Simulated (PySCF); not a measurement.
# Core-level binding energies of Si(vinyl)3(OAc)

Species: Si(vinyl)3(OAc), C8H12O2Si.
Bonds: Si1–C2, Si1–C7, Si1–C12, Si1–O17, C2–C3, C7–C8, C12–C13, O17–C18, C18–C19, C18–O20. Hydrogens: H4 on C2; H5, H6 on C3; H9 on C7; H10, H11 on C8; H14 on C12; H15, H16 on C13; H21, H22, H23 on C19.

Method: PySCF 2.14.0, delta-SCF UKS SCAN, pcX-2 on the ionised atom, pcseg-1 elsewhere, spin-free X2C. Binding energies are ΔSCF values: E(core-ionised, relaxed orbitals) − E(ground state) at a fixed geometry, referred to the vacuum level.

Problem. Give the core binding energies atom by atom.

Solution. 
```tsv
atom(s)	bonded to	level	binding energy (eV)	2p1/2 (eV)	above the level's lowest (eV)	count
Si1	O and 3 C	Si 2p3/2	106.78	107.41	0.00	1
C2/C7/C12	C, H and Si	C 1s	289.97	–	0.00	3
C3/C8/C13	C and 2 H	C 1s	290.31	–	+0.34	3
C19	C and 3 H	C 1s	291.18	–	+1.21	1
C18	2 O and C	C 1s	294.46	–	+4.49	1
O20	C	O 1s	537.40	–	0.00	1
O17	C and Si	O 1s	538.42	–	+1.02	1
Si1	O and 3 C	Si 1s	1846.72	–	0.00	1
```

Lowest listed C 1s: C2/C7/C12, bonded to C, H and Si. Highest, 4.49 eV above it: C18, bonded to 2 O and C. The widest gap between neighbouring values is 3.28 eV, between 291.18 and 294.46 eV.

Lowest listed O 1s: O20, bonded to C. Highest, 1.02 eV above it: O17, bonded to C and Si.

Problem. Which photon wavelength matches the C 1s of C3/C8/C13 threshold?

Solution. λ = hc/E = 12398.42 eV Å / 290.31 eV = 42.708 Å.

Problem. Give the binding energy of C 1s of C3/C8/C13 in hartree and in kJ/mol.

Solution. 290.31 eV = 10.6687 Eh = 28011 kJ/mol.

One atom of each set of topologically equivalent atoms was ionised and stands for the set; in this conformer not all members are related by symmetry, and their own values weren't computed. Spin–orbit and ligand-field terms were added within each 2p shell after the spin-free SCF. 2p1/2 minus 2p3/2 (ligand field included): Si 0.63 eV. One conformer (not necessarily the lowest) at the PBE0-D3(BJ)/def2-SVP geometry, without solvent, vibrations or thermal averaging.
